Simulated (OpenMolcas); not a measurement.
**In+: effect of the IPEA shift**

| Quantity | Value |
| --- | --- |
| Program | OpenMolcas |
| Basis | ANO-RCC-VTZP [7s6p4d2f1g] |
| Scalar Hamiltonian | DKH2, point nucleus |
| Active space | 2 electrons in 8 orbitals (5s 5p 6s 6p) |
| State averaging | 2S+1 = 3 even, 3 roots; 2S+1 = 1 even, 7 roots; 2S+1 = 3 odd, 3 roots; 2S+1 = 1 odd, 3 roots |
| Spin-orbit coupling | state interaction with AMFI integrals over the reference wave functions, term energies averaged over their components |

Methods on the same reference wave functions:
A. CASSCF
B. MS-CASPT2, IPEA 0 Eh, imaginary shift 0.1 Eh (closed shells correlated: 4d)
C. MS-CASPT2, IPEA 0.25 Eh, imaginary shift 0.1 Eh (closed shells correlated: 4d)

Energies in cm⁻¹ above 5s² ¹S₀, the measured ground level; measured values from NIST Handbook of Basic Atomic Spectroscopic Data.

| Level | A | B | C | Measured |
| --- | --- | --- | --- | --- |
| 5s² ¹S₀ | 0.0 | 0.0 | 0.0 | 0.0 |
| 5s 5p ³P°₀ | 38318 | 41840 | 41960 | 42276 |
| 5s 5p ³P°₁ | 39214 | 42720 | 42840 | 43351 |
| 5s 5p ³P°₂ | 41125 | 44650 | 44770 | 45830 |
| 5s 5p ¹P°₁ | 66819 | 62110 | 62580 | 63038 |
| 5p² ³P₀ | 97739 | 101880 | 102100 | 101608 |
| 5p² ³P₁ | 98627 | 102770 | 102990 | 103249 |
| 5p² ³P₂ [65 %] | 100183 | 103620 | 103990 | 105565 |
| 5p² ¹D₂ [65 %] | 107475 | 106270 | 106820 | 97628 |

Deviations, from unrounded energies. A percentage is the sum of absolute deviations over the sum of measured energies, with the sign that they share, or ± where signs differ.

```tsv
Against measurement	Levels	A	B	C
mean absolute deviation (cm-1)	8	5000	1800	1700
other configurations (%)	8	±6.7	±2.4	±2.3
```

B, C lie about equally close to measurement and A furthest from it. The largest miss of C in the table is 5p² ¹D₂ [65 %], by +9200 cm-1. The ranking rests on the paired levels alone, and a cruder setting can come out closer through cancelling errors.

Between B and C the level of the table that moves most is 5p² ¹D₂ [65 %], by 550 cm-1 (lowest in B, highest in C). Moves below CASPT2's spread within the term are not significant.

The lowest spin-free term lies below A's lowest term by 0.420 hartree in B, 0.418 hartree in C.

CASPT2 does not keep the components of a term degenerate, so their means are used; among the terms shown or strongly mixed into the levels shown the widest spread is 71 cm-1 (5p² ¹D, C). Over all roots computed the reference weight is 0.88 to 0.93 in B; the roots of lowest weight are the least certain, and an intruder state may touch them. The run also gave levels led by 5s 6s, which use shells meant for correlation; these and all levels above them are left out. The ¹D term of p² mixes with s d, which this space lacks. Without dynamic correlation excited terms often stand tens of per cent too high (terms of higher spin than the ground term too low), and those without a measured partner can miss by more than the paired ones (holds for A). Some levels mix across a computed gap that differs much from the measured one, so their mixing is not that of the real levels (holds for B; C). Computed and measured levels are paired by configuration, term and J; levels that our copy of the source lacks, or whose pairing is in doubt (as where it misses far off the trend of its configuration), stay unpaired and out of the deviations. Only configurations of the active space appear. The table leaves out levels that lie high or whose names do not pair safely across all columns.

A share in square brackets marks a mixed level and gives the weight of the term that names it, the lowest over the columns. ° marks odd parity.
